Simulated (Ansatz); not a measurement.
Steps of a relaxation of `[F][Ge][O][SiH3]` with RKS PBE0-D4/def2-TZVP.

```sh
$ ansatz run in.yaml --threads 4 --pin off --events-out ev --progress --plain --max-ram 10444MiB
```

```yaml
crystal:
  periodic: [false, false, false]
  atoms:
    - {symbol: F, position_ang: [0.909612, -1.495195, 1.570623]}
    - {symbol: Ge, position_ang: [-0.339437, -2.259574, 0.541498]}
    - {symbol: O, position_ang: [-0.709851, -0.807927, -0.452595]}
    - {symbol: Si, position_ang: [-0.078712, 0.768747, -0.419794]}
    - {symbol: H, position_ang: [-0.773445, 1.541491, -1.503154]}
    - {symbol: H, position_ang: [-0.347121, 1.424508, 0.905782]}
    - {symbol: H, position_ang: [1.400253, 0.759849, -0.687961]}
basis:
  gaussian: {orbitals: def2-TZVP}
hamiltonian: {xc: pbe0, dispersion: d4}
relax: {f_tol: 0.005, max_steps: 150}
```

Positions (Å) and forces (eV/Å) along the path, 9 of 9 steps:

```xyz
7
step=1 energy=-69198.5122 eV
F     0.910   -1.495    1.571   -0.387   -0.273   -0.303
Ge   -0.339   -2.260    0.541    0.255    0.894   -0.094
O    -0.710   -0.808   -0.453    0.562    0.430    0.428
Si   -0.079    0.769   -0.420   -0.274   -0.656   -0.025
H    -0.773    1.541   -1.503    0.132   -0.185    0.221
H    -0.347    1.425    0.906    0.052   -0.179   -0.290
H     1.400    0.760   -0.688   -0.340   -0.031    0.063
7
step=2 energy=-69198.5522 eV
F     0.908   -1.498    1.572   -0.209   -0.106   -0.181
Ge   -0.335   -2.231    0.533    0.105    0.342   -0.026
O    -0.701   -0.792   -0.450    0.355    0.313    0.253
Si   -0.078    0.769   -0.419   -0.236   -0.509   -0.045
H    -0.772    1.527   -1.495    0.043   -0.023    0.057
H    -0.346    1.408    0.897    0.017   -0.026   -0.071
H     1.386    0.749   -0.684   -0.075    0.009    0.013
7
step=3 energy=-69198.5646 eV
F     0.898   -1.492    1.561    0.004   -0.013    0.010
Ge   -0.335   -2.220    0.529   -0.016   -0.049    0.003
O    -0.687   -0.784   -0.439    0.056    0.090    0.023
Si   -0.080    0.760   -0.418   -0.060   -0.083   -0.031
H    -0.770    1.519   -1.488   -0.011    0.019   -0.020
H    -0.344    1.402    0.892   -0.003    0.024    0.024
H     1.379    0.747   -0.682    0.031    0.011   -0.009
7
step=4 energy=-69198.5658 eV
F     0.898   -1.511    1.570    0.003   -0.001    0.004
Ge   -0.336   -2.224    0.529   -0.024   -0.045   -0.007
O    -0.681   -0.781   -0.434    0.039    0.019    0.033
Si   -0.081    0.762   -0.420   -0.023    0.009   -0.029
H    -0.773    1.519   -1.492   -0.006    0.003   -0.007
H    -0.345    1.411    0.889    0.000    0.009    0.008
H     1.379    0.756   -0.687    0.012    0.005   -0.002
7
step=5 energy=-69198.5678 eV
F     0.893   -1.564    1.590    0.002   -0.002    0.003
Ge   -0.342   -2.238    0.527   -0.020    0.034   -0.035
O    -0.660   -0.774   -0.416    0.004   -0.089    0.039
Si   -0.081    0.774   -0.425    0.027    0.078   -0.001
H    -0.787    1.513   -1.502    0.005   -0.015    0.011
H    -0.342    1.437    0.879   -0.003   -0.005   -0.014
H     1.380    0.784   -0.698   -0.015   -0.001   -0.003
7
step=6 energy=-69198.5683 eV
F     0.891   -1.588    1.599    0.003    0.002    0.002
Ge   -0.346   -2.242    0.525   -0.005   -0.016    0.001
O    -0.649   -0.771   -0.407    0.008    0.014    0.004
Si   -0.078    0.781   -0.425   -0.014    0.001   -0.017
H    -0.793    1.506   -1.505    0.002    0.000    0.003
H    -0.343    1.449    0.874    0.005   -0.002    0.001
H     1.380    0.797   -0.706    0.001    0.001    0.006
7
step=7 energy=-69198.5683 eV rejected
F     0.890   -1.595    1.602   -0.005   -0.011   -0.001
Ge   -0.347   -2.245    0.525    0.010    0.019    0.004
O    -0.645   -0.770   -0.403   -0.013   -0.004   -0.015
Si   -0.080    0.783   -0.428    0.023   -0.013    0.035
H    -0.795    1.507   -1.507   -0.007   -0.002   -0.008
H    -0.342    1.451    0.872   -0.004    0.006   -0.008
H     1.379    0.800   -0.706   -0.004    0.005   -0.007
7
step=8 energy=-69198.5683 eV
F     0.891   -1.591    1.600   -0.001   -0.002    0.000
Ge   -0.346   -2.243    0.525    0.000   -0.002    0.001
O    -0.647   -0.771   -0.405    0.001    0.002    0.001
Si   -0.079    0.782   -0.426    0.000    0.001    0.000
H    -0.795    1.506   -1.506    0.000    0.000   -0.001
H    -0.342    1.451    0.873   -0.001    0.000    0.000
H     1.380    0.799   -0.705    0.000    0.000   -0.001
7
step=9 energy=-69198.5684 eV
F     0.890   -1.600    1.603   -0.002    0.000   -0.002
Ge   -0.347   -2.245    0.525    0.001    0.001    0.001
O    -0.644   -0.770   -0.403    0.000   -0.003    0.001
Si   -0.078    0.784   -0.427    0.002    0.001    0.002
H    -0.796    1.505   -1.507   -0.001    0.000   -0.001
H    -0.342    1.454    0.871    0.001    0.000   -0.001
H     1.380    0.803   -0.708   -0.001    0.000    0.000
```

Run time 22 s (4 threads of an Arm Neoverse V1 on a shared host); peak host memory 0.41 GiB.
